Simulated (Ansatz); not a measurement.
A structure relaxed at PBE0-D4/def2-TZVP, charge 0, multiplicity 1:

```xyz
15

C     1.4142   -0.2525   -0.1382
N     0.0863   -0.4659    0.3798
C    -0.3322   -1.8335    0.1773
C    -0.8634    0.4810   -0.1745
Al   -0.5468    2.3668    0.2864
H     1.4714   -0.3831   -1.2361
H     2.1146   -0.9549    0.3197
H     1.7558    0.7588    0.1028
H    -0.4058   -2.1000   -0.8938
H    -1.3126   -1.9927    0.6311
H     0.3772   -2.5174    0.6502
H    -0.9806    0.3626   -1.2739
H    -1.8622    0.2549    0.2290
H     0.6328    2.8248    1.2469
H    -1.5485    3.4511   -0.3066
```

Question: Give its formula and SMILES.

Answer: C3H10AlN, `CN(C)[CH2][AlH2]`.

Question: Point group (tolerance 0.08 Å, 0.16 Å for H)?

Answer: C1.

Question: Summarise the bond lengths by kind.

Answer: 3 × C–N 1.441 to 1.451 Å; 8 × C–H 1.092 to 1.112 Å; 1 × Al–C 1.967 Å; 2 × Al–H 1.589 to 1.591 Å.

Results of the Gaussian-basis code of Ansatz.
